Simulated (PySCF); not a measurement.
Compound: C5H5FO3.
Structure used (GFN2-xTB), in Å, numbered top down from 1:
```xyz
14
C5H5FO3 angstrom
C      1.808   -0.931    1.159
C      1.273   -0.197    0.204
C      1.626    1.015   -0.583
O      2.546    1.753   -0.696
O      0.425    1.019   -1.249
C     -0.035   -0.165   -0.557
O     -1.140    0.067    0.248
C     -2.323    0.259   -0.438
F     -2.741   -0.914   -1.010
H      2.784   -0.696    1.547
H      1.290   -1.778    1.578
H     -0.212   -0.979   -1.273
H     -3.078    0.555    0.295
H     -2.225    0.991   -1.252
```

Method: TDDFT wB97X-D/def2-SVPD, vertical, gas phase, core orbitals frozen in the response (PySCF 2.14.0, density-fitted response routines).

Transition dipole moments from the ground state, in atomic units and in the frame of the coordinates above (overall signs are arbitrary), for the states with f of 0.002 or more among the lowest 8:

```tsv
state	E (eV)	μx	μy	μz
S2	6.649	0.187	-0.900	0.850
S3	6.799	-0.477	0.386	-0.570
S4	7.145	0.023	-0.308	0.201
S5	7.328	-0.432	0.052	-0.231
S7	8.445	0.276	0.140	0.055
S8	8.642	0.167	0.000	0.379
```

(1) Work out the oscillator strengths.

(2) Which bond between heavy atoms lies closest to the direction of the S2 transition dipole?

(3) What angle do the transition dipoles of S3 and S4 make?

(4) How is the summed strength of these states shared among x, y and z?

(5) What peak molar absorption coefficient would the strongest computed level give as a lone Gaussian band 0.3 eV wide at half height?

## Answers

(1) f = (2/3) ΔE |μ|² with ΔE in hartree (27.2114 eV).

| state | \|μ\|² (au) | \|μ\| (D) | f |
| --- | --- | --- | --- |
| S2 | 1.568 | 3.18 | 0.255 |
| S3 | 0.701 | 2.13 | 0.117 |
| S4 | 0.136 | 0.94 | 0.024 |
| S5 | 0.243 | 1.25 | 0.044 |
| S7 | 0.099 | 0.80 | 0.020 |
| S8 | 0.171 | 1.05 | 0.036 |

(2) C1–C2, at 18° from it; next C2–C3 at 25°.

(3) |cos θ| = |μa·μb| / (|μa| |μb|) = 0.79, so θ ≈ 38° (taken between 0 and 90°, since the signs are arbitrary).

(4) (2/3) Σ ΔE μα² gives 0.099 for x, 0.178 for y and 0.219 for z, 0.496 in all.

(5) ε(max) = 2.175×10⁸ f / FWHM, with the width in cm⁻¹. S2: 2.175×10⁸ × 0.2555 / 2420 ≈ 23000 L mol⁻¹ cm⁻¹.

One conformer stands for the species.
